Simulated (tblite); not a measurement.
Compound: C7H8N (doublet state).
Z-matrix (Å and degrees, GFN2-xTB geometry), rows numbered from 1:
```
N 
C   1  1.4560
C   2  1.5113  1  113.18
C   3  1.3994  2  119.96  1   -88.45
C   4  1.3617  3  117.84  2   176.40
C   5  1.3644  4  125.02  3    -0.13
C   6  1.3933  5  117.11  4     0.11
C   7  1.3834  6  119.84  5    -0.18
H   1  1.0149  2  110.16  3   -58.27
H   1  1.0149  2  110.18  3    60.29
H   2  1.0930  1  107.51  3  -121.96
H   2  1.0936  1  107.45  3   121.45
H   4  1.0807  3  120.01  2    -3.75
H   6  1.0795  5  122.27  4   180.00
H   7  1.0812  6  119.71  5   179.93
H   8  1.0817  3  119.19  2     3.98
```

Level: GFN2-xTB in tblite, geometry and Hessian alike; calculated harmonic values, unscaled, isolated species. Errors from tens to a few hundred cm⁻¹ against measured bands are possible. One conformer, not necessarily the lowest. Open shells enter through the occupations alone, without spin polarisation, and single modes of such species can be off by tens of per cent.

Harmonic wavenumbers (cm⁻¹): 33.0, 122.1, 261.0, 282.4, 368.3, 374.7, 465.7, 538.2, 582.2, 641.3, 757.0, 784.2, 853.2, 876.3, 880.9, 905.9, 945.7, 977.8, 1078.6, 1091.5, 1097.8, 1113.2, 1167.7, 1195.0, 1237.1, 1282.5, 1294.8, 1311.6, 1406.9, 1446.3, 1471.8, 1517.8, 1569.1, 1608.6, 2958.7, 2969.2, 3055.1, 3061.7, 3067.0, 3079.3, 3384.5, 3414.7.

A = 4878, B = 1514, C = 1267 MHz; mass 106.066 u (most abundant isotopes); point group C1, symmetry number 1; spin multiplicity 2.

What is the zero-point energy?

Half the sum of the wavenumbers: 28265 cm⁻¹ = 338.13 kJ/mol.

Entropy at 273.15 K, 1 bar (ideal gas, RRHO, classical rotation)?

Translation 165.20, rotation 115.77, vibration 67.87, spin (R ln 2) 5.76: S = 354.6 J/(mol K).

And Cp and H(273.15 K) − H(0)?

Cp = 115.37 J/(mol K), of which vibrations give 82.11 (their classical limit is 42 R = 349.2); H(273.15 K) − H(0) = 19.05 kJ/mol without the zero-point energy, 9.96 from vibrations.

What must be added to the electronic energy to get the Gibbs energy at 273.15 K and 1 bar?

ZPE + [H(273.15 K) − H(0)] − T·S = 338.13 + 19.05 − 96.86 = 260.32 kJ/mol.

Which modes carry the vibrational entropy at 273.15 K?

33.0 cm⁻¹: 22.87; 122.1 cm⁻¹: 12.13; 261.0 cm⁻¹: 6.29; 282.4 cm⁻¹: 5.74; 368.3 cm⁻¹: 4.00; 374.7 cm⁻¹: 3.89 J/(mol K); the other 36 give 12.95 together.

Blend soft modes into free rotors: weight 1/[1 + (100 cm⁻¹/ν̃)⁴] for the oscillator and the rest for a rotor with moment μB/(μ + B), μ = h/(8π²ν), B = 10⁻⁴⁴ kg m². What vibrational entropy results?

60.93 J/(mol K) in place of 67.87, which changes −T·S at 273.15 K by +1.90 kJ/mol.

Hindered rotation and anharmonicity are outside this model. Other conformers, if any are populated, would add a mixing term that is left out. The structure is chiral; the term R ln 2 for an equal mix with its mirror image is left out.
